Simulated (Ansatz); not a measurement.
Two structures of C2H7Zn, doublet, reached by relaxing down either side of one saddle point (PBE0-D4/def2-TZVP). Energies are electronic, without zero-point energy. Ansatz 0.2.0; basis: def2-TZVPP and def2-QZVPP; cores frozen in the correlated methods; orbitals are unrestricted. The 3s and 3p shells of Cu and Zn are frozen; filled d shells are correlated. Extrapolation: Hartree–Fock as exp(−7.88 √X), correlation as X^−2.97. First:

```csv
atom,x (Å),y (Å),z (Å)
H1,1.5531,0.6168,-2.0792
C2,0.6700,0.5272,-1.4408
Zn3,1.1078,-0.3518,0.2496
C4,-1.2280,-0.3032,1.2192
H5,1.7104,-1.0607,1.4948
H6,-0.0876,-0.0389,-1.9896
H7,0.2760,1.5322,-1.2667
H8,-1.3342,-1.3800,1.2455
H9,-1.7196,0.2545,0.4342
H10,-0.9480,0.2040,2.1330
```

Second:

```
10
angstrom
H 2.8274 -0.3126 -0.4021
C 0.4698 0.7094 -1.5911
Zn -0.6412 0.1815 -0.1290
C -1.7654 -0.3547 1.3535
H 3.4447 -0.5864 -0.0796
H 0.6785 0.0803 -2.4551
H 0.9648 1.6768 -1.6611
H -1.9247 -1.4362 1.3529
H -2.7449 0.1277 1.3018
H -1.3091 -0.0858 2.3097
```

(1) Which bonds change from the first to the second?

(2) Give the saddle point's structure and its height above each. (To be estimated.)

No T1 diagnostic of these runs exceeds 0.016. ⟨S²⟩ of the unrestricted Hartree–Fock references: 0.76 to 0.79 (a pure state has 0.75).

Results:

(1) CH₄Zn ([CH3][ZnH]) + CH₃ → C₂H₅Zn ([CH2][Zn][CH3]) + H₂; bonds formed: H1–H5, Zn3–C4; bonds broken: H1–C2, Zn3–H5.

(2) Computed: 80.0 kJ/mol above the first and 55.7 kJ/mol above the second (CCSD(T) at an estimated basis limit (MP2 extrapolated from triple and quadruple zeta, plus CCSD(T) − MP2 in triple zeta)).
```
10
angstrom
H 2.1283 -0.0147 -0.7386
C 0.9636 0.4612 -1.2775
Zn -0.4095 0.0656 0.0168
C -1.7627 -0.3486 1.3400
H 2.9756 -0.2842 -0.5016
H 0.9644 -0.0817 -2.2243
H 1.2483 1.5024 -1.4393
H -1.9994 -1.4158 1.3363
H -2.6870 0.2006 1.1438
H -1.4217 -0.0848 2.3445
```

Labels in which every atom is bracketed show which atoms are joined, not bond orders.

For scale, one of the runs: CCSD(T)/def2-TZVPP, 224 basis functions, launched by `ansatz run in.yaml --threads 8 --pin off --events-out ev --progress --plain --max-ram 19148MiB`. Time: 3.3 min of wall clock on 8 CPU threads of an Arm Neoverse V1; the host was shared. Peak host memory: 9.6 GiB.
